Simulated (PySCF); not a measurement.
Input for PySCF:
```python
from pyscf import gto, scf, dft, tdscf

mol = gto.M(
    atom='''
Si   -0.94193951    0.72947217   -0.04036926
O    -2.14117844   -0.17663318   -0.62769316
N     0.49213093   -0.23986759   -0.03649958
C     1.59651689   -0.48434414    0.32268139
O     2.66992678   -0.80185165    0.61350949
H    -0.63565060    1.87403204   -0.89348039
H    -1.37160848    1.02342221    1.31437748
H    -2.05959219   -0.69704790   -1.42284926
''',
    basis='6-31g',
    verbose=4,
)

mf = dft.RKS(mol)
mf.xc = 'camb3lyp'
mf.kernel()
td = mf.TDDFT()
td.nstates = 5
td.kernel()
td.analyze()
```

Question: What does this run give for the HOMO-LUMO gap, lowest excitation energy found, HOMO energy, excitation energies found, dipole moment, number of basis functions?

Answer: 
```json
{
 "HOMO-LUMO gap": "10.99 eV",
 "lowest_excitation_energy_found": "6.97 eV",
 "HOMO energy": "-9.76 eV",
 "excitation_energies_found": "6.97, 7.58, 7.90, 7.98, 8.36 eV",
 "dipole_moment": "1.95 D",
 "number_of_basis_functions": "55"
}
```
